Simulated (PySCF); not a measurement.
Electron affinity of Br by level of theory

Br⁻ [Kr] → Br [Ar] 3d10 4s2 4p5 [4p1/2^2 4p3/2^3, M_J = 3/2], as a difference of total energies. Computed with PySCF 2.14 in x2c-TZVPall-2c with one added diffuse shell each of s, p, d type (7s8p5d1f, 63 functions), with the two-component X2C-1e Hamiltonian. Correlated levels: [Ne] frozen. "Screened" scales the spin-orbit matrix elements by Boettger's factors to mimic the two-electron term; Breit and QED terms are absent.

```tsv
method	electron affinity (eV)	error (eV)
GHF (spin-free)	2.476	-0.888
GMP2 (spin-free)	3.404	+0.040
GHF (screened spin-orbit)	2.326	-1.038
GMP2 (screened spin-orbit)	3.255	-0.109
```

Reference: 3.364 eV (measured; photodetachment measurements, as compiled on the Wikipedia data page of electron affinities).

The spin-free rows lack the spin-orbit shift.

Errors of the correlated levels include the incompleteness of this basis and the frozen core.
